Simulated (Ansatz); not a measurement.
Molecule: trichloro(prop-2-enyl)germane, C3H5Cl3Ge, net charge 0, singlet state. 
Geometry from a B3LYP-D3(BJ)/def2-TZVP (Ansatz, a first-principles code) optimisation:
SMILES: [Ge]([Cl])([Cl])([CH2]C=C)[Cl]
```xyz
12

C      3.4742    -0.0928     0.0918
C      2.4310    -0.9103     0.0143
C      1.3199    -0.7634    -0.9669
Ge    -0.2866    -0.0159    -0.1171
Cl    -0.8718    -1.1886     1.5951
Cl    -1.9480     0.0189    -1.4930
Cl     0.0593     2.0007     0.5515
H      3.5913     0.7463    -0.5840
H      4.2461    -0.2355     0.8358
H      2.3405    -1.7317     0.7173
H      1.5672    -0.0798    -1.7795
H      1.0026    -1.7175    -1.3907
```
Charge 0, spin multiplicity 1.

Quantity: atomisation energy (electronic, to ground-state atoms), in eV. Cores are frozen in the correlated levels unless marked. UHF or UKS for open shells. No spin-orbit coupling. Frozen are the shells of the preceding noble gas and the d and f shells that filled before the atom's block. Non-relativistic. The coupled-cluster limit lacks core correlation, which all-electron functionals hold. CBS marks a two-point X^-3 extrapolation of the correlation energy; Hartree-Fock from the larger set.

| level | program | atomisation energy (eV) |
|---|---|---|
| HF/6-31G | Ansatz | 31.40 |

**Question.** Estimate the value at CCSD(T)/CBS(def2-TZVPP,def2-QZVPP) as computed with Ansatz.

**Answer.** 46.67 eV, so HF/6-31G differs from it by -15.27 eV.
